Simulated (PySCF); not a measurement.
**Deuteron quadrupole couplings in `N#CC1([SiH2]n2cccc2)CC1`**

Compound: C8H10N2Si.
Numbering: `[N:1]#[C:2][C:3]1([SiH2:4][n:5]2[cH:6][cH:7][cH:8][cH:9]2)[CH2:10][CH2:11]1` (hydrogens: H12, H13 on Si4; H14 on C6; H15 on C7; H16 on C8; H17 on C9; H18, H19 on C10; H20, H21 on C11)

Cartesian coordinates in Å at the PBE0-D3(BJ)/def2-SVP level; atoms count from 1:
```xyz
21
C8H10N2Si angstrom
N     -1.513   -2.235   -1.930
C     -1.598   -1.383   -1.147
C     -1.653   -0.355   -0.146
Si    -0.325   -0.492    1.180
N      1.268   -0.125    0.521
C      1.913    1.096    0.605
C      3.060    1.043   -0.149
C      3.124   -0.259   -0.726
C      2.015   -0.948   -0.300
C     -2.109    1.031   -0.571
C     -3.021    0.191    0.243
H     -0.312   -1.868    1.741
H     -0.614    0.548    2.207
H      1.505    1.902    1.212
H      3.783    1.848   -0.267
H      3.902   -0.648   -1.380
H      1.689   -1.964   -0.520
H     -1.609    1.883   -0.102
H     -2.332    1.167   -1.632
H     -3.887   -0.264   -0.244
H     -3.175    0.446    1.296
```

Level: PBE0/pcSseg-1 (PySCF, non-relativistic); Q(2H) = 0.00286 b; rigid geometry, the same for H and D, with no vibrational averaging.

Task: Rank these positions by the coupling χzz of a deuteron there, largest first.
A. H17 (aromatic hydrogen)
B. H12 (Si–H hydrogen)
C. H20 (methylene hydrogen)
D. H16 (aromatic hydrogen)

Result: D (213 kHz), A (208 kHz), C (203 kHz), B (95 kHz).

Task: Give the electric field gradient Vzz (the principal value of largest size), its asymmetry and the 2H coupling at each hydrogen.

Result: 
| atom | bonded to | bond length (Å) | Vzz (au) | η | χzz (kHz) |
| --- | --- | --- | --- | --- | --- |
| H12 | Si4 | 1.487 | 0.1416 | 0.02 | 95 |
| H13 | Si4 | 1.490 | 0.1401 | 0.03 | 94 |
| H14 | C6 | 1.089 | 0.3138 | 0.12 | 211 |
| H15 | C7 | 1.088 | 0.3175 | 0.07 | 213 |
| H16 | C8 | 1.088 | 0.3172 | 0.07 | 213 |
| H17 | C9 | 1.089 | 0.3098 | 0.13 | 208 |
| H18 | C10 | 1.094 | 0.3008 | 0.07 | 202 |
| H19 | C10 | 1.092 | 0.3018 | 0.07 | 203 |
| H20 | C11 | 1.092 | 0.3017 | 0.07 | 203 |
| H21 | C11 | 1.094 | 0.3009 | 0.07 | 202 |

Task: Average by the element that carries the hydrogen.

Result: on Si: 95 kHz over 2 positions, mean bond length 1.488 Å; on C: 207 kHz over 8 positions, mean bond length 1.091 Å.

Task: Give the 2H NMR doublet splittings at H20 for a magnetic field along the z, y and x axes of the gradient: 3χ/2, 3χ(1 + η)/4, 3χ(1 − η)/4.

Result: With |χ| = 202.7 kHz and η = 0.070: 304, 163 and 141 kHz, to first order and without motion.

Isolated species at its PBE0-D3(BJ)/def2-SVP geometry (one conformer only). With so small a basis the couplings can be 20 % off.

The run behind these numbers computed NMR shieldings as well. On one thread of an Arm Neoverse V2, no GPU (shared host), this took 45 s of wall time and 1.4 GiB of memory at its peak.
